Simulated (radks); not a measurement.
Problem. Radial electron density D(r) = 4 pi r^2 rho(r) of an atom or ion with 7 electrons. Calculated with a radial shooting solver on a logarithmic mesh with Libxc functionals: scalar-relativistic Kohn-Sham, r2SCAN, spin-polarised, spherical densities, finite nucleus; meta-GGA in the generalised Kohn-Sham scheme; Fermi nuclear charge, rms radius of each element as measured or else 0.836 A^(1/3) + 0.57 fm.

r (bohr),D(r) (e/bohr),spin D(r)
0.002842,6.891,0.000936
0.003417,9.243,0.00247
0.00414,12.41,0.00587
0.005016,16.44,0.0129
0.006078,21.39,0.0273
0.007364,27.27,0.0557
0.008923,33.91,0.111
0.01081,40.89,0.217
0.0131,47.54,0.413
0.01587,52.90,0.769
0.01923,55.89,1.39
0.02312,55.68,2.39
0.02801,52.03,4.06
0.03394,45.70,6.57
0.04113,38.76,10.1
0.04983,33.97,14.5
0.06038,33.34,19.4
0.07316,36.59,23.4
0.08864,40.60,25.3
0.1074,40.94,23.8
0.1301,34.96,18.9
0.1577,24.08,12.3
0.1895,13.22,6.46
0.2297,5.226,2.48
0.2783,1.430,0.664
0.3372,0.2520,0.116
0.4086,0.02614,0.0121

What is the nuclear charge?

Solution. Z = 46. The innermost maximum, from 1s, lies near gamma/Z bohr with gamma = sqrt(1 - (Z/c)^2) = 0.942, here 0.0205 bohr (found: 0.0208), and its height grows with Z. The density is that of the palladium ion Pd39+ in [He] 2s2 2p3; the configuration itself is not fixed sharply by these data, and Z only to a few units. D(r) has 2 maxima, at r = 0.0208, 0.0992 bohr, and minima at 0.0562 bohr, inside which lie 2.23 electrons.
